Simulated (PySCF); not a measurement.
## H6N2SSi2: core ionisation energies

Compound: H6N2SSi2.
Numbering: `[SH:1][SiH:2]1[NH:3][SiH2:4][NH:5]1`

Method used: delta-SCF UKS SCAN, pcX-2 on the ionised atom, pcseg-1 elsewhere, spin-free X2C in PySCF. These are vertical core ionisation energies against the vacuum level, from separate self-consistent calculations with and without the core hole.

Give the core binding energies atom by atom.

| atom(s) | bonded to | level | binding energy (eV) | 2p1/2 (eV) | above the level's lowest (eV) | count |
| --- | --- | --- | --- | --- | --- | --- |
| Si4 | 2 N and 2 H | Si 2p3/2 | 107.35 | 107.98 | 0.00 | 1 |
| Si2 | 2 N, S and H | Si 2p3/2 | 107.45 | 108.07 | +0.10 | 1 |
| N3/N5 | H and 2 Si | N 1s | 404.04 | – | 0.00 | 2 |
| Si4 | 2 N and 2 H | Si 1s | 1847.35 | – | 0.00 | 1 |
| Si2 | 2 N, S and H | Si 1s | 1847.51 | – | +0.16 | 1 |
| S1 | H and Si | S 1s | 2476.88 | – | 0.00 | 1 |

The 2 Si 1s values lie within 0.16 eV of each other; Gaussian lines of 0.5 eV full width would blend them into one maximum.

The 2 Si 2p3/2 values lie within 0.10 eV of each other.

Give the binding energy of N 1s of N3/N5 in hartree and in kJ/mol.

404.04 eV = 14.8482 Eh = 38984 kJ/mol.

Atoms equivalent by their bonding share one computed value, that of the first of them. Not every level is listed. Spin–orbit and ligand-field terms were added within each 2p shell after the spin-free SCF. 2p1/2 minus 2p3/2 (ligand field included): Si 0.63 eV. Isolated species at its PBE0-D3(BJ)/def2-SVP geometry (one conformer only).

Conformer computed: `[SH:1][SiH:2]1[NH:3][SiH2:4][NH:5]1`: H–S1–Si2–N3 50°.
